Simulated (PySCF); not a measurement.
Structure problem from calculated spectra and properties.

Formula: C18H16Si.

| Item | Value |
| --- | --- |
| 1H NMR | chemical shifts (computed TMS as zero) by class: 7.39 (6 H), 7.38 (3 H), 7.34 (6 H), 5.77 (1 H) ppm [GIAO B3LYP/pcSseg-1] |
| 13C NMR | chemical shifts (computed TMS as zero) by class: 143.2 (6 C), 140.4 (3 C), 135.8 (3 C), 133.8 (6 C) ppm [GIAO B3LYP/pcSseg-1] |
| Dipole | 0.81 D [B3LYP/pcSseg-1] |
| NMR, other nuclei | isotropic shieldings of nuclei other than C and H, by class: 359 (1 Si) ppm [GIAO B3LYP/pcSseg-1] |
| Rotational structure | rotational constants A, B, C: 0.339, 0.335, 0.191 GHz [PBE0-D3(BJ)/def2-SVP] |

Gas-phase values; electronic properties from PySCF, density fitting. Levels stand in brackets. NMR shifts are as computed; neighbouring signals can stand in another order in a measured spectrum. One conformer (not necessarily the lowest) at the PBE0-D3(BJ)/def2-SVP geometry, without solvent, vibrations or thermal averaging. NMR classes are plain means over equivalent atoms (diastereotopic ones count apart unless rotation or inversion swaps them), as if these changed places fast.

Question: What is the compound? Reason from the data.

Answer: 18 carbons fall into 4 classes; from least to most shielded: carbon bonded to 2 C and H (143.2 ppm, 6 C), carbon bonded to 2 C and Si (140.4 ppm, 3 C), carbon bonded to 2 C and H (135.8 ppm, 3 C), carbon bonded to 2 C and H (133.8 ppm, 6 C). Hydrogen classes from least to most shielded: 6 H on 6 like atoms (carbon bonded to 2 C and H) (7.39 ppm, a mean of values up to 0.9 ppm apart in this geometry), 3 H on 3 like atoms (carbon bonded to 2 C and H) (7.38 ppm), 6 H on 6 like atoms (carbon bonded to 2 C and H) (7.34 ppm), 1 H on a silicon bonded to 3 C and H (5.77 ppm). The other shieldings belong to: 359 ppm, silicon bonded to 3 C and H. The optimised geometry has point group C1 and is an asymmetric top. Structure: SiHPh3, `[H][Si](c1ccccc1)(c1ccccc1)c1ccccc1`. The assignments are read from this structure; whether some other isomer fits the data as well wasn't checked.
